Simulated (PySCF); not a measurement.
## SMILES CN(C)/C1=C\CCCCCC1, C$_{10}$H$_{19}$N

Molfile (atoms numbered from 1):
```
C10H19N
     RDKit          3D

 30 30  0  0  0  0  0  0  0  0999 V2000
    1.6531   -0.0046    0.6070 C   0  0  0  0  0  0  0  0  0  0  0  0
    0.6471    1.0087    0.7854 N   0  0  0  0  0  0  0  0  0  0  0  0
    0.9883    2.0297    1.7397 C   0  0  0  0  0  0  0  0  0  0  0  0
   -0.3507    1.1691   -0.1632 C   0  0  0  0  0  0  0  0  0  0  0  0
   -0.8467    0.1542   -0.9205 C   0  0  0  0  0  0  0  0  0  0  0  0
   -1.0317   -1.2513   -0.4469 C   0  0  0  0  0  0  0  0  0  0  0  0
   -2.4142   -1.3175    0.2325 C   0  0  0  0  0  0  0  0  0  0  0  0
   -2.6922   -0.1830    1.2325 C   0  0  0  0  0  0  0  0  0  0  0  0
   -3.2057    1.1638    0.6615 C   0  0  0  0  0  0  0  0  0  0  0  0
   -2.2989    2.3967    0.7785 C   0  0  0  0  0  0  0  0  0  0  0  0
   -1.1077    2.4648   -0.1990 C   0  0  0  0  0  0  0  0  0  0  0  0
    1.5474   -0.8578    1.3028 H   0  0  0  0  0  0  0  0  0  0  0  0
    2.6565    0.4294    0.7652 H   0  0  0  0  0  0  0  0  0  0  0  0
    1.6060   -0.3919   -0.4210 H   0  0  0  0  0  0  0  0  0  0  0  0
    1.7749    2.7200    1.3717 H   0  0  0  0  0  0  0  0  0  0  0  0
    0.1142    2.6270    2.0232 H   0  0  0  0  0  0  0  0  0  0  0  0
    1.3669    1.5634    2.6639 H   0  0  0  0  0  0  0  0  0  0  0  0
   -1.5529    0.4638   -1.6975 H   0  0  0  0  0  0  0  0  0  0  0  0
   -0.2677   -1.5460    0.2871 H   0  0  0  0  0  0  0  0  0  0  0  0
   -0.9852   -1.9958   -1.2603 H   0  0  0  0  0  0  0  0  0  0  0  0
   -3.2016   -1.3044   -0.5427 H   0  0  0  0  0  0  0  0  0  0  0  0
   -2.5179   -2.2896    0.7460 H   0  0  0  0  0  0  0  0  0  0  0  0
   -3.4494   -0.5557    1.9415 H   0  0  0  0  0  0  0  0  0  0  0  0
   -1.7866   -0.0096    1.8398 H   0  0  0  0  0  0  0  0  0  0  0  0
   -3.5029    1.0298   -0.3925 H   0  0  0  0  0  0  0  0  0  0  0  0
   -4.1384    1.4218    1.1904 H   0  0  0  0  0  0  0  0  0  0  0  0
   -1.9335    2.4607    1.8191 H   0  0  0  0  0  0  0  0  0  0  0  0
   -2.9140    3.3004    0.6289 H   0  0  0  0  0  0  0  0  0  0  0  0
   -0.4918    3.3534    0.0145 H   0  0  0  0  0  0  0  0  0  0  0  0
   -1.5023    2.5901   -1.2187 H   0  0  0  0  0  0  0  0  0  0  0  0
  1  2  1  0
  2  3  1  0
  2  4  1  0
  4  5  2  0
  5  6  1  0
  6  7  1  0
  7  8  1  0
  8  9  1  0
  9 10  1  0
 10 11  1  0
 11  4  1  0
  1 12  1  0
  1 13  1  0
  1 14  1  0
  3 15  1  0
  3 16  1  0
  3 17  1  0
  5 18  1  0
  6 19  1  0
  6 20  1  0
  7 21  1  0
  7 22  1  0
  8 23  1  0
  8 24  1  0
  9 25  1  0
  9 26  1  0
 10 27  1  0
 10 28  1  0
 11 29  1  0
 11 30  1  0
M  END
```

The calculation used TDDFT CAM-B3LYP/def2-SVP circular dichroism and optical rotation, one conformer, gas phase in PySCF 2.14.0. Geometry: PBE0-D3(BJ)/def2-SVP.

States above about 6.1 eV (minus the energy of the highest occupied orbital) lie near or above the ionisation threshold and depend on the basis. No stereocentre is labelled: unless the shape is locked (an allene, a helicene, a hindered biaryl), the mirror image is equally populated and a measured rotation or CD is zero.

(1) Draw the ECD and absorption spectra from the lowest 12 states, each a Gaussian of half-width 0.3 eV at 1/e height.

Results:

(1) 
```csv
E (eV),λ (nm),Δε (L mol⁻¹ cm⁻¹),ε (L mol⁻¹ cm⁻¹)
4.79,259,-0.30,675
4.89,254,-0.82,1840
4.99,248,-1.80,4000
5.09,244,-3.13,6970
5.19,239,-4.41,9720
5.29,234,-5.07,10900
5.39,230,-5.07,9760
5.49,226,-5.18,7090
5.59,222,-6.60,4280
5.69,218,-9.86,2380
5.79,214,-14.08,1550
5.89,211,-17.50,1440
5.99,207,-19.20,1740
6.09,204,-20.14,2410
6.19,200,-21.94,3390
6.29,197,-24.65,4390
6.39,194,-26.43,4920
6.49,191,-25.39,4690
6.59,188,-21.23,3830
6.69,185,-14.98,2720
6.79,183,-8.01,1750
6.89,180,-1.65,1130
6.99,177,+2.58,942
7.09,175,+3.34,1130
7.19,172,+0.57,1570
7.29,170,-3.85,2110
7.39,168,-7.56,2660
7.49,166,-9.93,3240
7.59,163,-12.25,3910
7.69,161,-15.48,4720
7.79,159,-18.74,5580
7.89,157,-20.13,6220
```
Δε uses R in velocity form, ε uses f in length form. Only the states computed contribute, so the short-wavelength end is incomplete.
